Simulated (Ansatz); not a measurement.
Harmonic frequencies (cm⁻¹) at PBE0-D4/def2-TZVP from Ansatz: 82, 119, 176, 197, 209, 238, 265, 303, 629, 692, 733, 748, 812, 816, 910, 926, 1275, 1449, 1450, 3079, 3176, 3179, 3891, 3892.

Each molecule was computed in one conformer, which needn't be the lowest.

Task: Which molecule is it?
A. `C[S][GeH2][Cl]`
B. `C[O][GeH]([OH])[Cl]`
C. `C[Se][GeH3]`
D. `[CH3][Ge]([OH])([OH])[F]`

Result: D.
